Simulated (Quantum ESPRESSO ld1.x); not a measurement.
Values are calculated unless marked as measured or tabulated.
Question: Cr I, configuration [Ar] 3d5 4s0.5 5s0.5 (fractional occupations, a model configuration). Code: ld1.x of Quantum ESPRESSO 7.5. Model: scalar-relativistic Kohn-Sham, BLYP, spin-unpolarised, spherical densities, point nucleus. Some entries of the table are withheld. Estimate them.

| orbital | occ. | eigenvalue (hartree) | <r> (bohr) |
|---|---|---|---|
| 1s | 2 | -216.272 | 0.06355 |
| 2s | 2 | -24.5865 | 0.2932 |
| 2p | 6 | -20.6828 | 0.2598 |
| 3s | 2 | (1) | 0.9024 |
| 3p | 6 | -1.73558 | (2) |
| 4s | 0.5 | -0.20368 | 3.254 |
| 3d | 5 | -0.17547 | 1.473 |
| 4p | 0 | -0.07771 | 4.706 |
| 5s | 0.5 | -0.03032 | 10.75 |
| 4d | 0 | -0.00737 | 14.70 |
| 6s | 0 | -0.00362 | 24.33 |

Answer: 
(1) 3s eigenvalue (hartree): -2.78150
(2) 3p <r> (bohr): 0.9668
